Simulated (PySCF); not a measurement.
Polarisability and C₆ of Au (gold, neutral)

[Xe] 4f14 5d10 6s1, 2S determinant. All numbers are calculated (PySCF 2.14, scalar relativity through the core potential, in aug-cc-pVTZ-PP with one added diffuse shell each of s, p, d, f, g type with ECP60MDF (7s7p6d4f3g, 113 functions)). Coupled (time-dependent) response in atomic units; α is the mean over directions.

```json
{"method": "wB97X-V", "mean α (bohr³)": "39.17", "C₆ (like pair)": "358.5", "S(−4)": "750.6"}
```

S(−4) is the Cauchy moment in α(ω) = α(0) + S(−4) ω² + …

Reference α: 36 ± 3 bohr³ (recommended; Schwerdtfeger and Nagle, table of static dipole polarizabilities (2023 update)). Published C₆: 427.0 (Gould and Bucko (2016)).

α(iu) at wB97X-V:

| u (hartree) | α(iu) (bohr³) |
| --- | --- |
| 0 | 39.17 |
| 0.0500 | 37.42 |
| 0.100 | 33.30 |
| 0.200 | 24.62 |
| 0.300 | 18.62 |
| 0.500 | 12.16 |
| 0.750 | 8.319 |
| 1.00 | 6.191 |
| 1.50 | 3.890 |
| 2.00 | 2.687 |
| 3.00 | 1.501 |
| 5.00 | 0.6532 |

Energies and moments cover only the electrons outside the core potential. Spin-orbit coupling, which splits the p, d and f shells strongly at this Z, is absent.
